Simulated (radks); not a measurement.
Values are calculated unless marked as measured or tabulated.
Problem. Ionisation of W+, [Xe] 4f14 5d4 6s1, to W2+, [Xe] 4f14 5d4, under several functionals. Dirac Kohn-Sham, spin-unpolarised, spherical densities, point nucleus; open shells fill j = l - 1/2 first; a radial shooting solver on a logarithmic mesh with Libxc functionals. The NIST Atomic Spectra Database gives 16.4 eV (semi-empirical). Rank these functionals by the error of their Delta-SCF ionisation energy: revPBE; RPBE; exchange-only B88; BLYP; LDA (Slater exchange, Perdew-Zunger correlation); HCTH/407; LDA (Slater exchange, Perdew-Wang correlation); exchange-only LDA.

Solution. From best to worst: LDA (Slater exchange, Perdew-Zunger correlation) 15.886 eV (-0.484); LDA (Slater exchange, Perdew-Wang correlation) 15.878 eV (-0.492); BLYP 15.618 eV (-0.752); HCTH/407 15.510 eV (-0.860); revPBE 15.403 eV (-0.967); RPBE 15.390 eV (-0.980); exchange-only B88 14.882 eV (-1.488); exchange-only LDA 14.829 eV (-1.541). Spin polarisation and multiplet splitting are left out, so open shells lie too high by an amount that depends on their filling.

Beside tabulated values, note that spin-unpolarised runs miss the spin-polarisation part of the exchange energy of open shells.
